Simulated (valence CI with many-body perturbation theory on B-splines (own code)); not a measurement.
Ladder of approximations for Pd XXXIII

Computed by relativistic CI+MBPT: four valence electrons over a frozen Dirac-Fock core [Ne], radial functions for each j: 11 s, 11 p, 9 d, 7 f, 5 g, 2 h, 1 i, with the one-electron correlation potential Σ1 (screened to all orders), the two-electron term Σ2, the three-electron term Σ3, Breit, model QED; selected single and double excitations, second order for the rest (own B-spline code, finite nucleus).

No measured spectrum was set against this ion. As an estimate, large intervals hold to a few tenths of a per cent, small ones and those within an open d or f shell to about a per cent.

Each rung adds one term. CI alone is the Dirac-Coulomb CI over the frozen core; QED comes last and gives the full result, which names the levels. Energies are above (3s^2 3p1/2^2) J=0 on the same rung, in cm⁻¹.

Levels are named by their leading jj configuration (3d3/2^4 stands for four electrons in 3d with j = 3/2), which in mixed levels can hold well under half, so a name can repeat and another be missing. Letters in brackets count levels of one name in rising energy.

```tsv
Level	CI alone
(3s^2 3p1/2 3p3/2) J=1	265677
(3s^2 3p1/2 3p3/2) J=2	307748
(3s^2 3p3/2^2) J=2	603279
(3s^2 3p3/2^2) J=0	696333
(3s 3p1/2^2 3p3/2) J=2	899171
(3s 3p1/2^2 3p3/2) J=1	1033310
(3s 3p1/2 3p3/2^2) J=2 [a]	1145740
(3s 3p1/2 3p3/2^2) J=3	1215580
(3s^2 3p1/2 3d3/2) J=2	1219540
(3s 3p1/2 3p3/2^2) J=0	1306200
(3s 3p1/2 3p3/2^2) J=1 [a]	1331030
(3s 3p1/2 3p3/2^2) J=2 [b]	1361530
(3s^2 3p1/2 3d5/2) J=3	1394130
(3s^2 3p1/2 3d3/2) J=1	1409860
(3s^2 3p1/2 3d5/2) J=2	1451730
(3s 3p1/2 3p3/2^2) J=1 [b]	1459620
```

Problem. What do these energies become with core correlation, Breit and QED?

Solution. (3s^2 3p1/2 3p3/2) J=1 262352 (-3326); (3s^2 3p1/2 3p3/2) J=2 303309 (-4439); (3s^2 3p3/2^2) J=2 595710 (-7569); (3s^2 3p3/2^2) J=0 688843 (-7490); (3s 3p1/2^2 3p3/2) J=2 893206 (-5965); (3s 3p1/2^2 3p3/2) J=1 1026130 (-7188); (3s 3p1/2 3p3/2^2) J=2 [a] 1137300 (-8439); (3s 3p1/2 3p3/2^2) J=3 1205060 (-10519); (3s^2 3p1/2 3d3/2) J=2 1209600 (-9943); (3s 3p1/2 3p3/2^2) J=0 1296780 (-9422); (3s 3p1/2 3p3/2^2) J=1 [a] 1319850 (-11183); (3s 3p1/2 3p3/2^2) J=2 [b] 1349280 (-12246); (3s^2 3p1/2 3d5/2) J=3 1379890 (-14241); (3s^2 3p1/2 3d3/2) J=1 1395600 (-14252); (3s^2 3p1/2 3d5/2) J=2 1436000 (-15733); (3s 3p1/2 3p3/2^2) J=1 [b] 1444790 (-14825).

Problem. How does the ionisation energy move along the ladder, and which term matters most?

Solution. CI alone 1961.6, + Σ1 1962.6, + Σ2 1962.5, + Σ3 1962.3, + Breit 1960.7, + QED 1960.7 eV. The largest step is Breit, -1.7 eV. NIST lists 1962 ± 4 eV (semi-empirical).
